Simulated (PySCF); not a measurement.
Spinor energies of Hg(3+) (mercury, charge +3)

Start: [Xe] 4f14 5d8 6s1; 5d3/2 filled at m_j = -1/2, +1/2, +3/2; 5d5/2 filled at m_j = -3/2, -1/2, +1/2, +3/2, +5/2; 6s1/2 filled at m_j = +1/2. Calculated with PySCF 2.14 in x2c-SVPall-2c with one added diffuse shell each of s, p, d type (8s11p10d2f, 105 functions): generalised Hartree-Fock with the X2C-1e Hamiltonian and a Gaussian nucleus; spin-orbit coupling (SO) screened by Boettger's factors. This is a chosen level, not necessarily the ground level.

```
spinor shell  electrons  ε, screened SO (eV)  weight of nominal j (screened SO)  rms radius, screened SO (bohr)
       1s1/2          2             -83573.0                              1.000                          0.0187
       2s1/2          2             -14995.2                              1.000                          0.0756
       2p1/2          2             -14365.6                              1.000                          0.0639
       2p3/2          4             -12412.0                              1.000                          0.0720
       3s1/2          2              -3658.4                              1.000                           0.193
       3p1/2          2              -3375.8                              1.000                           0.184
       3p3/2          4              -2936.4                              1.000                           0.201
       3d3/2          4              -2472.6                              1.000                           0.177
       3d5/2          6              -2379.9                              1.000                           0.180
       4s1/2          2              -873.09                              1.000                           0.424
       4p1/2          2              -750.62                              1.000                           0.429
       4p3/2          4              -643.12                              1.000                           0.462
       4d3/2          4              -442.53                              1.000                           0.476
       5s1/2          2              -177.50                              1.000                           0.965
       4f5/2          6              -161.59                              0.998                           0.525
       4f7/2          8              -157.28                              0.998                           0.526
       5p1/2          2              -134.55                              0.995                            1.09
       5p3/2          4              -114.44                              0.997                            1.12
       5d5/2          5              -53.271                              0.741                            1.46
       5d3/2          3              -54.983                              0.879                            1.43
       6s1/2          1              -39.241                              1.000                            2.42
```

(1) Where does 4d5/2 lie, and what is the 4d spin-orbit splitting (screened SO)?

| quantity | screened SO |
| --- | --- |
| E (hartree) | -19635.97391 |
| M_J | 9/2 |
| ⟨J²⟩ | 24.755 |
| ⟨L²⟩ | 12.443 |
| ⟨S²⟩ | 3.782 |

Each row is a mean over spinors that exchange with the open shell spreads, by up to 8.033 eV (5p3/2).

Rows whose weight is well below 1 are mixtures of j = l ± 1/2: exchange outweighs spin-orbit coupling there, and the label is only the starting occupation.

Breit and QED terms are absent; they matter most for the inner s and p1/2 levels.

Densities and radii are taken from the X2C orbitals without a picture-change correction, which distorts them close to the nucleus.

Results:

(1) At -422.06 eV, 20.471 eV above 4d3/2.
